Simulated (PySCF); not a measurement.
Scan of H4B (anion, charge -1), singlet: flattening of a tetrahedron along the D2d path, bond length relaxed. Scanned: the two opposite H-B-H angles (109.47 = tetrahedral, 180 = square planar). Other coordinates (B-H bond length) were minimised at PBE0/def2-TZVP.

The free coordinates were minimised at PBE0/def2-TZVP in PySCF; the energy column is CCSD(T) on RHF/aug-cc-pVDZ, 1 core orbital frozen in PySCF, in kcal/mol.

```tsv
a / °	B-H bond length / Å	E
90	1.242	11.4
95	1.240	6.2
100	1.239	2.6
105	1.239	0.6
109.47	1.238	0.0
115	1.238	0.9
120	1.239	3.1
130	1.243	11.7
140	1.248	25.4
150	1.255	43.7
160	1.264	66.2
170	1.276	91.8
```

The scan ran from 90 to 180; beyond the range shown the relaxed coordinates jump or full CI changes its symmetry label.
